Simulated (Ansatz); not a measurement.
Reaction (hydrogenolysis of the Si–Sn bond): `Cl[Si](Cl)(Cl)[SnH3]` + H₂ → `Cl[SiH](Cl)Cl` + `[SnH4]`

Program: Ansatz. Geometries: PBE0-D4/def2-TZVP. ΔE: electronic, gas phase. CCSD(T)/CBS adds triple-zeta CCSD(T) − MP2 to the extrapolated MP2 energy (def2 sets, frozen cores). This one scheme is used for every species. DFT in def2-TZVPP. B3LYP here is the variant with VWN-RPA as its local correlation; programs differ in this. def2 core potentials past Kr. For Sn outer-core shells are correlated without core-valence functions, which leaves a few kJ/mol of doubt a bond.

`Cl[Si](Cl)(Cl)[SnH3]`:

Cartesian coordinates in Å:
```
Cl 1.567 2.168 -0.533
Si 0.025 1.156 0.354
Cl 0.268 1.297 2.381
Cl -1.716 2.113 -0.136
Sn -0.027 -1.292 -0.397
H 1.442 -2.030 0.043
H -1.331 -2.070 0.373
H -0.228 -1.342 -2.087
```

H₂:

```xyz
2

H     0.007   -0.150   -0.342
H    -0.007    0.150    0.342
```

`Cl[SiH](Cl)Cl`:

```xyz
5

Cl    0.507   -1.785   -0.733
Si   -0.054   -0.019    0.096
Cl    1.592    1.107    0.470
Cl   -1.276    0.973   -1.186
H    -0.769   -0.275    1.354
```

`[SnH4]`:

Cartesian coordinates in Å:
```
Sn 0.000 0.000 0.000
H -1.123 -1.144 0.578
H -0.833 1.353 -0.615
H 0.938 -0.700 -1.238
H 1.018 0.491 1.275
```

| level | ΔE (kJ/mol) | difference from CCSD(T)/CBS |
| --- | --- | --- |
| r2SCAN-D4 | 8.5 | -2.2 |
| B97M-V | -7.0 | -17.7 |
| B3LYP-D4 | 9.4 | -1.3 |
| ωB97X-V | 0.5 | -10.2 |
| ωB97M-V | 2.3 | -8.4 |
| PBE | 9.2 | -1.5 |
| r2SCANh | 4.2 | -6.5 |
| LC-ωPBE | -5.8 | -16.5 |
| MP2/def2-SVP | -5.3 | -16.0 |
| CCSD/def2-SVP | -13.9 | -24.6 |
| HF/def2-TZVPP | -30.3 | -41.0 |
| MP2/def2-QZVPP | 14.5 | 3.8 |
| SCS-MP2/def2-QZVPP | 4.5 | -6.2 |
| HF/CBS(def2) | -30.9 | -41.6 |
| MP2/CBS(def2) | 19.3 | 8.6 |
| CCSD/CBS(def2) | 4.6 | -6.1 |
| CCSD(T)/CBS | 10.7 | 0 |

Largest T1 diagnostic among the species: 0.013.

From BLYP to BHLYP (50 % exact exchange), in def2-TZVPP and without D4, ΔE moves by −12.4 kJ/mol. The D4 term adds +15.4 kJ/mol with B3LYP and +8.7 kJ/mol with PBE0; it sums over pairs of atoms, weighted by their polarisabilities, and B3LYP, whose exchange is more repulsive, gets the larger term. At CCSD(T), def2-SVP lies −20.5 kJ/mol from the extrapolated value and def2-TZVPP −11.1 kJ/mol.
